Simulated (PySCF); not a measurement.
## Gas-phase XPS of Si(NCS)Me3, computed

Si(NCS)Me3, C₄H₉NSSi.
Cartesian coordinates in Å at the PBE0-D3(BJ)/def2-SVP level; atoms count from 1:
```
atom  x, y, z in Å
Si1   -0.0045   -0.0009   -0.0940
N2     0.0001   -0.0267    1.6571
C3     0.0079   -0.0421    2.8489
S4     0.0189   -0.0621    4.4287
C5     1.7802    0.0078   -0.6509
H6     1.8402    0.0272   -1.7509
H7     2.3078   -0.8909   -0.2964
H8     2.3116    0.8906   -0.2638
C9    -0.8996    1.5559   -0.6158
H10   -0.9341    1.6338   -1.7142
H11   -0.3880    2.4497   -0.2266
H12   -1.9337    1.5623   -0.2388
C13   -0.8960   -1.5428   -0.6637
H14   -1.9309   -1.5607   -0.2889
H15   -0.3859   -2.4481   -0.3005
H16   -0.9283   -1.5868   -1.7641
```

Theory: delta-SCF UKS SCAN, pcX-2 on the ionised atom, pcseg-1 elsewhere, spin-free X2C in PySCF. Binding energies are ΔSCF values: E(core-ionised, relaxed orbitals) − E(ground state) at a fixed geometry, referred to the vacuum level.

Q: Give the core binding energies atom by atom.

A: 
```tsv
atom(s)	bonded to	level	binding energy (eV)	2p1/2 (eV)	above the level's lowest (eV)	count
S4	C	S 1s	2476.73	–	0.00	1
Si1	N and 3 C	Si 1s	1846.89	–	0.00	1
N2	C and Si	N 1s	404.69	–	0.00	1
C3	N and S	C 1s	292.84	–	+2.61	1
C5/C9/C13	3 H and Si	C 1s	290.23	–	0.00	3
Si1	N and 3 C	Si 2p3/2	106.91	107.54	0.00	1
```

The listed C 1s values span 2.61 eV, from C5/C9/C13 (bonded to 3 H and Si) to C3 (bonded to N and S).

Q: Which effective nuclear charge Zeff reproduces each element's mean 1s value in the hydrogen-like formula E = 13.606 eV × Zeff²?

A: C (Z = 6): mean 290.9 eV, Zeff = 4.62, Z − Zeff = 1.38; N (Z = 7): mean 404.7 eV, Zeff = 5.45, Z − Zeff = 1.55; Si (Z = 14): mean 1846.9 eV, Zeff = 11.65, Z − Zeff = 2.35; S (Z = 16): mean 2476.7 eV, Zeff = 13.49, Z − Zeff = 2.51. Means run over the listed sites, weighted by atom count.

The first atom of each set that the bonding makes equivalent was ionised and stands for the set. Not every level is listed. The 2p values aren't plain energy differences: one relaxed spin-free 2p hole is combined with a matrix within the shell (ground-state 2p orbital-energy differences and spin–orbit coupling). 2p3/2, the mean of its two sublevels, lies a third of the splitting below the shell's mean and 2p1/2 two thirds above it; the statistical areas are 2:1. 2p1/2 minus 2p3/2 (ligand field included): Si 0.63 eV. Geometry: PBE0-D3(BJ)/def2-SVP; no solvent, vibrations or thermal averaging.

Hardware: one thread, AMD EPYC 9R45 (x86_64), on a shared host. Cost: 34 s, 0.74 GiB resident at most.
